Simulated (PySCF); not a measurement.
C2H3ClF2Si, SMILES F[Si@@H](/C=C\F)Cl.

Geometry optimised at PBE-D3(BJ)/def2-SVP. The structure was generated by enumeration; whether it is a known compound was not checked. One conformer was computed; it need not be the lowest.

All values below come from PBE/def2-TZVP (PySCF).

The molecule is in vacuum.

Computed frontier levels, gap, dipole moment and polarisability:
- highest occupied level = -7.15 eV
- lowest empty level = -2.19 eV
- orbital gap = 4.96 eV
- dipole moment = 0.515 e·Å
- quadrupole, principal values (traceless, Buckingham form, about the centre of nuclear charge) = -5.35, -2.85, 8.20 D·Å
- mean static polarisability = 61.6 bohr³ (9.12 Å³)
- polarisability, principal values = 46.3, 56.1, 82.3 bohr³
